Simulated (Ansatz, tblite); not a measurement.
MOCl3 with several metals: gap (eV) at several levels, gas phase, relaxed structures; Ansatz, xTB through tblite. Core potentials for Nb, Ta in the def2 sets, no spin–orbit coupling. The structures are stationary points that may keep the symmetry of their start. Remarks come from the PBE and PBE0 runs and from stability tests at other levels; not every state was tested.

| species | state | geometry | GFN2-xTB | PBE-D4/def2-SVP | PBE-D4/def2-TZVP | PBE0-D4/def2-SVP | PBE0-D4/def2-TZVP | ωB97M-V/def2-TZVP | remarks |
| --- | --- | --- | --- | --- | --- | --- | --- | --- | --- |
| VOCl3 (VCl3O) | singlet | PBE0-D4/def2-SVP | 2.42 | 3.13 | 3.21 | 5.17 | 5.31 | 9.53 | restricted SCF unstable in HF |
| NbOCl3 (NbCl3O) | singlet | PBE-D4/def2-SVP | 3.19 | 4.27 | 4.23 | 6.39 | 6.36 | 10.64 | – |

(1) Estimate the rows for TaOCl3 (TaCl3O) (singlet, PBE-D4/def2-SVP geometry).

(1) 
```csv
species,state,geometry,GFN2-xTB,PBE-D4/def2-SVP,PBE-D4/def2-TZVP,PBE0-D4/def2-SVP,PBE0-D4/def2-TZVP,ωB97M-V/def2-TZVP
TaOCl3 (TaCl3O),singlet,PBE-D4/def2-SVP,3.69,4.71,4.63,6.89,6.82,11.13
```

Over the 3 species that have every level, the mean is 3.10 at GFN2-xTB, 4.04 at PBE-D4/def2-SVP, 4.02 at PBE-D4/def2-TZVP, 6.15 at PBE0-D4/def2-SVP, 6.16 at PBE0-D4/def2-TZVP, 10.43 at ωB97M-V/def2-TZVP. Orbital gaps grow with the share of exact exchange and aren't one observable across functionals.
